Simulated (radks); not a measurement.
Coulomb parameter of the 5d shell of neutral tantalum in the model configuration [Xe] 4f14 5d4 6s1, as a second difference U = [E(n + 0.25) + E(n - 0.25) - 2 E(n)] / (0.25)^2 with all orbitals relaxed. "Bare": the charge of the atom changes with n. "Screened": the 6s shell takes up the change at fixed total charge, which measures U(5d,5d) + U(6s,6s) - 2 U(5d,6s). Calculated with a radial shooting solver on a logarithmic mesh with Libxc functionals: scalar-relativistic Kohn-Sham, PBE, spin-unpolarised, spherical densities, finite nucleus; Fermi nuclear charge, rms radius 5.3507 fm.

\begin{tabular}{lrr}
case & configuration & E - E(n) (eV) \\ \hline
start & [Xe] 4f14 5d4 6s1 & 0.000 \\
bare +0.25 & [Xe] 4f14 5d4.25 6s1 & -0.464 \\
bare -0.25 & [Xe] 4f14 5d3.75 6s1 & 0.875 \\
screened +0.25 & [Xe] 4f14 5d4.25 6s0.75 & 0.590 \\
screened -0.25 & [Xe] 4f14 5d3.75 6s1.25 & -0.565 \\
\end{tabular}

U(bare) = 6.577 eV, U(screened by 6s) = 0.395 eV, against the Slater integral F0(5d,5d) = 10.479 eV with frozen orbitals. The step up makes a negative ion, whose loosely bound charge lowers the bare value.
